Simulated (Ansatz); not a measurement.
Species: H2S2, charge 1, doublet. H2S2+ (parent SMILES SS, doublet).
B3LYP-D3(BJ)/def2-TZVP minimum from Ansatz (a quantum-chemistry and plane-wave program):
```
S
H 1 1.3557
S 1 2.0074 2 93.90
H 3 1.3557 1 93.90 2 180.00
```
Charge +1, spin multiplicity 2.

Total energies in aug-cc-pV(D+d)Z, 13 correlated electrons, 10 frozen orbitals. Open shells are spin-unrestricted; no spin-orbit coupling. Cores are frozen in correlated methods. No relativity. The UHF reference of H2S2+ (parent SMILES SS, doublet) is spin-contaminated (<S^2> up to 0.03 over the pure value in the sets run). The spin of H2S2+ (parent SMILES SS, doublet) was assumed, and the state is the lowest solution found for it.

| method | program | energy (Eh) | minus CCSDT(Q) (mEh) |
|---|---|---|---|
| HF | Ansatz | -795.93273 | 322.29 |
| MP2 | Ansatz | -796.20383 | 51.19 |
| CCSD | Ansatz | -796.24041 | 14.61 |
| CCSD(T) | Ansatz | -796.25283 | 2.19 |
| CCSDT(Q) | Ansatz | -796.25502 | 0.00 |

Rough core times of Ansatz's runs on a shared machine: CCSD(T) under 20 s, CCSDT(Q) 3 min.
